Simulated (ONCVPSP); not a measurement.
# PBE ONCV dataset for lead, scalar-relativistic all-electron reference.

The input file (ONCVPSP 4.0.1):

```
# ATOM AND REFERENCE CONFIGURATION
# atsym  z   nc   nv     iexc    psfile
  Pb 82.00   13    2        4      upf
#
#   n    l    f
    1    0    2.00
    2    0    2.00
    2    1    6.00
    3    0    2.00
    3    1    6.00
    3    2   10.00
    4    0    2.00
    4    1    6.00
    4    2   10.00
    4    3   14.00
    5    0    2.00
    5    1    6.00
    5    2   10.00
    6    0    2.00
    6    1    2.00
#
# PSEUDOPOTENTIAL AND OPTIMIZATION
# lmax
    1
#
#   l,   rc,      ep,       ncon, nbas, qcut
    0    1.80    0.00    4    7    3.00
    1    2.40    0.00    4    7    3.60
#
# LOCAL POTENTIAL
# lloc, lpopt,  rc(5),   dvloc0
    4    5    1.35    1.00
#
# VANDERBILT-KLEINMAN-BYLANDER PROJECTORs
# l, nproj, debl
    0    3    2.10
    1    3    2.50
#
# MODEL CORE CHARGE
# icmod, fcfact, rcfact
    3    5.25    1.65
#
# LOG DERIVATIVE ANALYSIS
# epsh1, epsh2, depsh
   -2.00    5.00    0.02
#
# OUTPUT GRID
# rlmax, drl
    6.00    0.01
#
# TEST CONFIGURATIONS
# ncnf
    4
# nvcnf
#   n    l    f
    2
    6    0    2.00
    6    1    1.00
#
    2
    6    0    2.00
    6    1    0.00
#
    2
    6    0    1.00
    6    1    0.00
#
    2
    6    0    1.00
    6    1    3.00
#
```

Command:

```bash
oncvpsp.x < Pb.dat > Pb.out
```

Output (shortened: citation, most of the input echo, consistency checks and plot data are left out):

```
ONCVPSP  (Optimized Norm-Conservinng Vanderbilt PSeudopotential)
scalar-relativistic version 4.0.1

#   n    l    f        energy (Ha)
    1    0    2.00    -3.2390345E+03
    2    0    2.00    -5.7932867E+02
    2    1    6.00    -4.9682245E+02
    3    0    2.00    -1.3906926E+02
    3    1    6.00    -1.1541788E+02
    3    2   10.00    -9.1324673E+01
    4    0    2.00    -3.1486560E+01
    4    1    6.00    -2.3737587E+01
    4    2   10.00    -1.4776623E+01
    4    3   14.00    -4.8836788E+00
    5    0    2.00    -5.2978488E+00
    5    1    6.00    -3.1543832E+00
    5    2   10.00    -7.7824862E-01
    6    0    2.00    -4.4247095E-01
    6    1    2.00    -1.2853929E-01

Reference configufation results
  iterations    22
  all-electron total energy (Ha)   -2.08819075D+04

Begin loop to  construct optimized pseudo wave functions
and semi-local pseudopoentials for all angular momenta

   Wellstate for l =  0  n =  8
     eigenvalue =   1.6575
     asymptotic potential =   2.1575
     half-point radius =  4.4023

   Wellstate for l =  0  n =  8
     eigenvalue =   3.7575
     asymptotic potential =   4.2575
     half-point radius =  3.0865

Calculating optimized projector #   1

 for l=   0

    Fraction of norm inside rc  0.272242
    Optimizing pswf for qcut=   2.99 a_B^-1,  ecut=   4.48 Ha
    Residual kinetic energy error=  8.32D-03 Ha

    Energy error per electron        Cutoff
         Ha          eV             Ha
         0.01000     0.27211        4.29
         0.00100     0.02721       11.02
         0.00010     0.00272       23.44
         0.00001     0.00027       38.57

Calculating optimized projector #   2

 for l=   0

    Fraction of norm inside rc  0.096104
    Optimizing pswf for qcut=   2.99 a_B^-1,  ecut=   4.48 Ha
    Residual kinetic energy error=  4.66D-02 Ha

    Energy error per electron        Cutoff
         Ha          eV             Ha
         0.01000     0.27211       11.59
         0.00100     0.02721       46.28
         0.00010     0.00272       55.22
         0.00001     0.00027       73.23

Calculating optimized projector #   3

 for l=   0

    Fraction of norm inside rc  0.103605
    Optimizing pswf for qcut=   2.99 a_B^-1,  ecut=   4.48 Ha
    Residual kinetic energy error=  3.50D-01 Ha

    Energy error per electron        Cutoff
         Ha          eV             Ha
         0.01000     0.27211       14.83
         0.00100     0.02721       62.01
         0.00010     0.00272       75.44
         0.00001     0.00027      101.26

   Wellstate for l =  1  n =  8
     eigenvalue =   2.3715
     asymptotic potential =   2.8715
     half-point radius =  4.1661

   Wellstate for l =  1  n =  9
     eigenvalue =   4.8715
     asymptotic potential =   5.3715
     half-point radius =  3.8987

Calculating optimized projector #   1

 for l=   1

    Fraction of norm inside rc  0.245035
    Optimizing pswf for qcut=   3.60 a_B^-1,  ecut=   6.50 Ha
    Residual kinetic energy error=  1.60D-04 Ha

    Energy error per electron        Cutoff
         Ha          eV             Ha
         0.01000     0.27211        1.74
         0.00100     0.02721        5.02
         0.00010     0.00272        7.49
         0.00001     0.00027       19.60

Calculating optimized projector #   2

 for l=   1

    Fraction of norm inside rc  0.145400
    Optimizing pswf for qcut=   3.60 a_B^-1,  ecut=   6.50 Ha
    Residual kinetic energy error=  8.42D-03 Ha

    Energy error per electron        Cutoff
         Ha          eV             Ha
         0.01000     0.27211        6.46
         0.00100     0.02721       10.44
         0.00010     0.00272       24.94
         0.00001     0.00027       37.07

Calculating optimized projector #   3

 for l=   1

    Fraction of norm inside rc  0.154300
    Optimizing pswf for qcut=   3.60 a_B^-1,  ecut=   6.50 Ha
    Residual kinetic energy error=  1.86D-01 Ha

    Energy error per electron        Cutoff
         Ha          eV             Ha
         0.01000     0.27211       16.81
         0.00100     0.02721       42.79
         0.00010     0.00272       48.70
         0.00001     0.00027       62.05

Construct Vanderbilt / Kleinmman-Bylander projectors

B matrix Hermiticity error, ll=   0
   1   2   -1.6393E-04
   1   3   -4.0997E-04
   2   3   -1.5762E-04

  Orthonormal projector coefficients -2.9192E+01  1.1900E+01  1.8488E+00

B matrix Hermiticity error, ll=   1
   1   2   -1.4134E-04
   1   3    2.0590E-04
   2   3    2.0112E-04

  Orthonormal projector coefficients  1.1756E+01  3.3617E+00  4.5159E-01

Model core correction analysis
  based on d2Exc/dn_idn_j

d2excae - all-electron derivatives

   -2.307774D-02   -1.701711D-02
   -1.701558D-02   -2.264537D-02

d2excps - pseudofunction derivatives with no core correction

   -4.067343D-02   -2.272849D-02
   -2.273055D-02   -2.546352D-02

rms 2nd derivative error    9.783035E-03

rmatch, rhocmatch    2.1471    0.3746

Teter function model core charge with specified parameters

d2excps - pseudofunction derivatives with core correction

   -1.977131D-02   -1.259107D-02
   -1.259097D-02   -1.580223D-02

rms 2nd derivative error    4.922604E-03

Pseudoatom total energy   -3.597375

Diagnostic tests using Vanderbilt-Kleinman-Bylander pseudopotentials
  1 or more projectors used as specified by nproj input data

   l    rcore       rmatch      e in        delta e   norm test  slope test

   0   1.8051095   1.8599165  -0.4424710  -0.0000013   1.0000527   1.0000279
   0   1.8051095   1.8599165   1.6575290   0.0000085   1.0003125   1.0003125
   0   1.8051095   1.8599165   3.7575290   0.0000140   1.0004310   1.0004310

   1   2.4055070   2.4785434  -0.1285393   0.0000002   1.0000247   1.0000119
   1   2.4055070   2.4785434   2.3714607   0.0000161   1.0002436   1.0002436
   1   2.4055070   2.4785434   4.8714607   0.0000939   1.0001846   1.0001846

 Testing for bound ghosts
   n   l    E NL Schr. Eq   E Basis Diag.   E Cutoff

       0                       -4.842589     79.81  WARNING - GHOST(-)
   1   0       -0.442472       -0.436929     79.81

   2   1       -0.128539       -0.120919     51.94

 Testing for highly-localized positive-energy ghosts
       l    <radius>/rc     E Basis Diag.   E Cutoff

       0        0.283599        1.020093     79.81  WARNING - GHOST(+)

       0        0.321223       19.410624     79.81  WARNING - GHOST(+)

       1        0.328273        4.021229     51.94  WARNING - GHOST(+)

Test configuration 0

   n   l     f        eae           eps        diff
   1   0  2.0000-3239.03445423
   2   0  2.0000 -579.32866961
   2   1  6.0000 -496.82245232
   3   0  2.0000 -139.06925552
   3   1  6.0000 -115.41787571
   3   2 10.0000  -91.32467310
   4   0  2.0000  -31.48655995
   4   1  6.0000  -23.73758743
   4   2 10.0000  -14.77662339
   4   3 14.0000   -4.88367876
   5   0  2.0000   -5.29784881
   5   1  6.0000   -3.15438321
   5   2 10.0000   -0.77824862
   6   0  2.0000   -0.44247095   -0.44247230   -1.35D-06
   6   1  2.0000   -0.12853929   -0.12853909    2.05D-07

    Total energies and differences
      AE_ref= -2.08819075D+04  AE_tst= -2.08819075D+04  dif=  0.00D+00
      PS_ref= -3.59737456D+00  PS_tst= -3.59737456D+00  dif= -1.78D-15
      PSP excitation error=  1.78D-15

Test configuration 1

   n   l     f        eae           eps        diff
   1   0  2.0000-3239.31894274
   2   0  2.0000 -579.61223514
   2   1  6.0000 -497.10609266
   3   0  2.0000 -139.35262244
   3   1  6.0000 -115.70125137
   3   2 10.0000  -91.60800694
   4   0  2.0000  -31.76984434
   4   1  6.0000  -24.02086295
   4   2 10.0000  -15.05986909
   4   3 14.0000   -5.16689211
   5   0  2.0000   -5.58083460
   5   1  6.0000   -3.43752466
   5   2 10.0000   -1.06031038
   6   0  2.0000   -0.70661687   -0.71431636   -7.70D-03
   6   1  1.0000   -0.36222222   -0.37082128   -8.60D-03

    Total energies and differences
      AE_ref= -2.08819075D+04  AE_tst= -2.08816658D+04  dif=  2.42D-01
      PS_ref= -3.59737456D+00  PS_tst= -3.35173408D+00  dif=  2.46D-01
      PSP excitation error= -3.99D-03

Test configuration 2

   n   l     f        eae           eps        diff
   1   0  2.0000-3239.65592507
   2   0  2.0000 -579.94728826
   2   1  6.0000 -497.44129063
   3   0  2.0000 -139.68721944
   3   1  6.0000 -116.03586365
   3   2 10.0000  -91.94254402
   4   0  2.0000  -32.10419988
   4   1  6.0000  -24.35518634
   4   2 10.0000  -15.39411758
   4   3 14.0000   -5.50105429
   5   0  2.0000   -5.91422626
   5   1  6.0000   -3.77095058
   5   2 10.0000   -1.39084196
   6   0  2.0000   -1.00851265   -1.02931149   -2.08D-02

    Total energies and differences
      AE_ref= -2.08819075D+04  AE_tst= -2.08811717D+04  dif=  7.36D-01
      PS_ref= -3.59737456D+00  PS_tst= -2.84261270D+00  dif=  7.55D-01
      PSP excitation error= -1.90D-02

Test configuration 3

   n   l     f        eae           eps        diff
   1   0  2.0000-3240.10002336
   2   0  2.0000 -580.38714100
   2   1  6.0000 -497.88124369
   3   0  2.0000 -140.12685362
   3   1  6.0000 -116.47550149
   3   2 10.0000  -92.38198669
   4   0  2.0000  -32.54357021
   4   1  6.0000  -24.79442974
   4   2 10.0000  -15.83313271
   4   3 14.0000   -5.93987984
   5   0  2.0000   -6.35113799
   5   1  6.0000   -4.20697571
   5   2 10.0000   -1.81672019
   6   0  1.0000   -1.37769866   -1.41814880   -4.05D-02

    Total energies and differences
      AE_ref= -2.08819075D+04  AE_tst= -2.08799807D+04  dif=  1.93D+00
      PS_ref= -3.59737456D+00  PS_tst= -1.62068589D+00  dif=  1.98D+00
      PSP excitation error= -4.99D-02

Test configuration 4

   n   l     f        eae           eps        diff
   1   0  2.0000-3239.10229639
   2   0  2.0000 -579.39519628
   2   1  6.0000 -496.88890046
   3   0  2.0000 -139.13629650
   3   1  6.0000 -115.48490567
   3   2 10.0000  -91.39159658
   4   0  2.0000  -31.55383751
   4   1  6.0000  -23.80482086
   4   2 10.0000  -14.84377500
   4   3 14.0000   -4.95081858
   5   0  2.0000   -5.36499665
   5   1  6.0000   -3.22128427
   5   2 10.0000   -0.84058823
   6   0  1.0000   -0.48304225   -0.48530655   -2.26D-03
   6   1  3.0000   -0.15501384   -0.15406374    9.50D-04

    Total energies and differences
      AE_ref= -2.08819075D+04  AE_tst= -2.08815864D+04  dif=  3.21D-01
      PS_ref= -3.59737456D+00  PS_tst= -3.27461306D+00  dif=  3.23D-01
      PSP excitation error= -1.70D-03
```

Note: ghosts flagged at negative energy: s at -131.8 eV; GHOST(+) flagged for s at 27.8 eV, p at 109.4 eV, s at 528.2 eV. A true bound ghost makes a file unfit for plane-wave use.

The run took about 4.7 s on one core of a shared server CPU.
